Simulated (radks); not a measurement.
Results of a calculation; reference values are marked as such.
Question: These are the eigenvalues of the occupied orbitals of an atom or ion with whole-number occupations (hartree). Level of theory: non-relativistic Kohn-Sham, LDA (Slater exchange, Perdew-Wang correlation), spin-polarised, spherical densities, point nucleus (a radial shooting solver on a logarithmic mesh with Libxc functionals).

1s: -45.97298
2s: -2.90345
2p: -1.71868
3s: -0.17547

Which element is it, and in what charge state? The configuration may be excited. Open shells, if any, are filled with parallel spins first.

Answer: Z = 12, magnesium, charge 0: Mg in [Ne] 3s2. The list shows which subshells hold electrons but not how many an open one holds; the 1s level, -45.973 hartree, gives Z - s = 9.6 by -(Z - s)^2/2, which with screening narrows Z to a few neighbours, and the depths of the outer levels then fix element, charge and occupations together.
